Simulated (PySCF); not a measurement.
Cu(I) cation (CuI), SMILES [Cu][I] (connectivity only; charge and spin as stated), charge +1, multiplicity 2.

Geometry: B3LYP-D3(BJ)/def2-TZVP. The spin state was assumed, not searched. The def2 effective core potentials stand for the cores of I; spin–orbit coupling is left out.

Calculation: ωB97X/def2-TZVPD run with PySCF.

Task: Estimate the frontier levels, dipole moment. (An estimate is asked for; the answer gives what the named calculation found.)

Result: 
```json
{
  "α spin, highest occupied and lowest empty level": "-16.02 and -6.01 eV",
  "β spin, highest occupied and lowest empty level": "-15.73 and -9.21 eV",
  "dipole_moment_about_the_centre_of_nuclear_charge": "3.77 D",
  "⟨S²⟩": "0.754 (pure state 0.75)"
}
```
